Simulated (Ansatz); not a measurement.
Mulliken charges of CH5AlO2S, SMILES `C[O][Al]([OH])[SH]` from PBE/def2-TZVPP in Ansatz (PBE0-D4/def2-TZVP geometry).

```
atom   x (Å)   y (Å)   z (Å)  charge (e)
  C1  -0.566   0.651   1.789      -0.127
  O2  -0.294  -0.412   0.924      -0.298
 Al3   0.218  -0.558  -0.662       0.510
  O4   0.405  -2.112  -1.285      -0.350
  S5   0.605   1.266  -1.797      -0.283
  H6   0.065   0.580   2.680       0.094
  H7  -0.389   1.630   1.326       0.083
  H8  -1.612   0.614   2.111       0.094
  H9   0.690  -2.311  -2.174       0.170
 H10   0.961   0.601  -2.910       0.109
```

**Question.** By hand: the dipole of these point charges (1 e Å = 4.8032 D).

**Answer.** Σ q r = (0.002, 0.057, -0.008) e Å, of length 0.058 e Å = 0.28 D.

**Question.** How does the dipole of the full density compare? (Estimate.)

**Answer.** The calculation gave: (0.071, 0.038, -0.220) e Å, 1.13 D; the point charges give 0.25 times that, at 72° from its direction.

Point charges leave out the atoms' own dipoles, such as those of lone pairs, and Mulliken's split depends on the basis, so the two needn't agree.
